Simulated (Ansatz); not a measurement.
`[BH2][GaH][CH3]`, relaxed with RKS PBE0-D4/def2-TZVP in Ansatz from a GFN2-xTB geometry. The force threshold is 0.005 eV/Å; the program also tests the step.

Charge 0, multiplicity 1.

Start:

```xyz
9

B     1.931   -0.847   -0.189
Ga   -0.098   -0.588    0.312
C    -1.309    1.008   -0.079
H     2.783   -0.324    0.423
H     2.269   -1.474   -1.120
H    -0.913   -1.733    1.111
H    -0.769    1.830   -0.561
H    -2.138    0.727   -0.738
H    -1.756    1.400    0.841
```

```tsv
step	energy (eV)	largest force (eV/Å)	largest move (Å)
1	-54178.9657	0.782	0.000
2	-54179.0160	0.607	0.120
3	-54179.0493	0.109	0.057
4	-54179.0512	0.036	0.017
5	-54179.0536	0.011	0.069
6	-54179.0539	0.013	0.026
7 (rejected)	-54179.0539	0.024	0.006
8	-54179.0540	0.008	0.003
9	-54179.0540	0.001	0.006
```

End:

```xyz
9

B     1.850   -0.796   -0.184
Ga   -0.138   -0.577    0.345
C    -1.262    0.987   -0.099
H     2.747   -0.423    0.520
H     2.188   -1.310   -1.214
H    -0.869   -1.718    1.162
H    -0.722    1.781   -0.615
H    -2.094    0.663   -0.732
H    -1.700    1.394    0.816
```

Run time 21 s (2 threads of an AMD EPYC 7R13 on a shared host); peak host memory 0.33 GiB.
